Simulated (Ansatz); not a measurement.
Reaction (redistribution): `[Br][Al]1[CH2][CH2]1` + `[CH3][SnH2][CH2]F` → `[CH3][Al]1[CH2][CH2]1` + `F[CH2][SnH2][Br]`

Isolated molecules relaxed with PBE0-D4/def2-TZVP in Ansatz; ΔE leaves out vibrations. CBS: MP2 limit from def2 TZ/QZ plus the TZ coupled-cluster correction, frozen cores. Functionals use def2-TZVPP. def2 core potentials past Kr. For Br, Sn outer-core shells are correlated without core-valence functions, which leaves a few kJ/mol of doubt a bond. Scalar relativity is left out up to krypton. Each species was taken in one conformer, which may not be the lowest.

`[Br][Al]1[CH2][CH2]1`:

Cartesian coordinates in Å:
```
Br -1.223 2.502 -2.047
Al -0.432 0.884 -0.723
C 0.921 -0.072 0.184
C -0.576 -0.633 0.393
H 1.389 0.297 1.095
H 1.590 -0.766 -0.321
H -0.735 -1.636 0.001
H -0.934 -0.576 1.419
```

`[CH3][SnH2][CH2]F`:

Z-matrix (Å, degrees):
```
C
Sn 1 2.137
H 1 1.090 2 110.4
H 1 1.090 2 109.3 3 120.1
H 1 1.090 2 110.0 3 -120.3
C 2 2.171 1 108.3 3 -174.3
H 2 1.710 1 110.9 3 -54.9
H 2 1.714 1 111.2 3 66.9
F 6 1.390 2 109.3 1 50.2
H 6 1.093 2 110.9 1 -68.9
H 6 1.093 2 111.6 1 169.9
```

`[CH3][Al]1[CH2][CH2]1`:

Z-matrix (Å, degrees):
```
C
Al 1 1.943
H 1 1.092 2 111.9
H 1 1.092 2 111.7 3 -122.3
H 1 1.095 2 109.4 3 119.0
C 2 1.905 1 155.2 3 154.7
C 2 1.905 1 155.4 3 -29.0
H 6 1.089 2 122.7 1 73.8
H 6 1.089 2 122.4 1 -77.8
H 7 1.089 2 122.4 1 -73.7
H 7 1.089 2 122.7 1 77.8
```

`F[CH2][SnH2][Br]`:

```xyz
8

F    -1.097   -1.426    1.040
C    -0.495   -1.066   -0.148
Sn    0.237    0.969   -0.026
Br    2.502    0.833    0.988
H    -1.227   -1.158   -0.955
H     0.342   -1.741   -0.340
H     0.449    1.663   -1.570
H    -0.712    1.927    1.011
```

```
     level  ΔE (kJ/mol)
r2SCAN0-D4         28.6
      PBE0         26.4
```

Problem. What does CCSD(T)/CBS give? (An estimate is asked.)

Solution. The calculation gave: +33.1 kJ/mol. The listed levels differ from it by -4.5, -6.7 kJ/mol.

Largest T1 diagnostic among the species: 0.012.

In def2-TZVPP, CCSD(T) changes the Hartree–Fock value by +13.8 kJ/mol (the triples alone add +1.2 kJ/mol) and MP2 by +14.8 kJ/mol. Leaving LDA and LC-ωPBE aside and taking each functional with its dispersion term where it has one, the values, not all of them listed here, spread over 8.6 kJ/mol, from BLYP-D4 to PBE-QIDH.
